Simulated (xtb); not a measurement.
xtb input (GFN-FF):

```bash
xtb mol.xyz --gfnff --opt tight --chrg 0 --uhf 0
```
mol.xyz:
```
2

Ga    -0.00000000    -0.00000000    -1.27263610
Br     0.00000000     0.00000000     1.12719198
```

End of the output:

```
         :::::::::::::::::::::::::::::::::::::::::::::::::::::
         ::                     SUMMARY                     ::
         :::::::::::::::::::::::::::::::::::::::::::::::::::::
         :: total energy              -0.087218594875 Eh    ::
         :: gradient norm              0.000002583740 Eh/a0 ::
         ::.................................................::
         :: bond energy               -0.092386395359 Eh    ::
         :: angle energy               0.000000000000 Eh    ::
         :: torsion energy             0.000000000000 Eh    ::
         :: repulsion energy           0.008256330198 Eh    ::
         :: electrostat energy        -0.002470774565 Eh    ::
         :: dispersion energy         -0.000617755148 Eh    ::
         :: HB energy                  0.000000000000 Eh    ::
         :: XB energy                  0.000000000000 Eh    ::
         :: bonded atm energy          0.000000000000 Eh    ::
         :: external energy            0.000000000000 Eh    ::
         :: add. restraining           0.000000000000 Eh    ::
         :: total charge              -0.000000000000 e     ::
         :::::::::::::::::::::::::::::::::::::::::::::::::::::

           -------------------------------------------------
          |                Property Printout                |
           -------------------------------------------------

molecular dipole:
                 x           y           z       tot (Debye)
 q only:        0.000       0.000      -0.297       0.756
           -------------------------------------------------
          |                Geometry Summary                 |
           -------------------------------------------------

      molecular mass/u    :      149.6265939
   center of mass at/Å    :        0.0000000       0.0000000       0.0044399
  moments of inertia/u·Å² :        0.0000000E+00   0.1915502E+03   0.1915502E+03
rotational constants/cm⁻¹ :             Infinity   0.8800633E-01   0.8800633E-01

 * 1 selected distances

     #   Z          #   Z                                           value/Å
     0   0          0   0                                         0.0000000 (max)

 * 0 distinct bonds (by element types)

   Z      Z             #   av. dist./Å        max./Å        min./Å

optimized geometry written to: xtbopt.xyz

           -------------------------------------------------
          | TOTAL ENERGY               -0.087218594875 Eh   |
          | GRADIENT NORM               0.000002583740 Eh/α |
           -------------------------------------------------
########################################################################
[WARNING] Runtime exception occurred
-1- gfnff_setup: Could not read topology file.
########################################################################

------------------------------------------------------------------------
------------------------------------------------------------------------
 total:
 SCF:
 ANC optimizer:
```
